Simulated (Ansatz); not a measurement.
`N[SiH2]C=S` + `CS[SiH](N)O` → `N[SiH2]S[SiH](N)O` + `CC=S`  (formal exchange of groups at the Si–C bond)

Program: Ansatz. Geometries: PBE0-D4/def2-TZVP. ΔE: electronic, gas phase. CCSD(T)/CBS is the MP2 limit (def2-TZVPP, def2-QZVPP) plus CCSD(T) − MP2 in def2-TZVPP, frozen cores. DFT in def2-TZVPP. Each species was taken in one conformer, which may not be the lowest.

Q: Is it downhill or uphill in electronic energy at CCSD(T)/CBS, and by how much? (Estimate.)

A: The calculation gave: Downhill: ΔE = -29.1 kcal/mol.

Q: What do these levels give: PBE-D4, r2SCAN-D4, PBE0-D4, r2SCAN, MP2/def2-QZVPP, CCSD/CBS(def2)? (Estimate.)

A: Ansatz gave: PBE-D4 -31.0, r2SCAN-D4 -31.3, PBE0-D4 -31.2, r2SCAN -31.1, MP2/def2-QZVPP -30.6, CCSD/CBS(def2) -28.5 kcal/mol.

Largest T1 diagnostic among the species: 0.016.

The D4 term adds −1.1 kcal/mol with B3LYP and −0.6 kcal/mol with PBE0; it sums over pairs of atoms, weighted by their polarisabilities, and B3LYP, whose exchange is more repulsive, gets the larger term. In def2-TZVPP, CCSD(T) changes the Hartree–Fock value by −2.1 kcal/mol (the triples alone add −0.6 kcal/mol) and MP2 by −3.5 kcal/mol.

B3LYP here is the variant with VWN-RPA as its local correlation; programs differ in this.
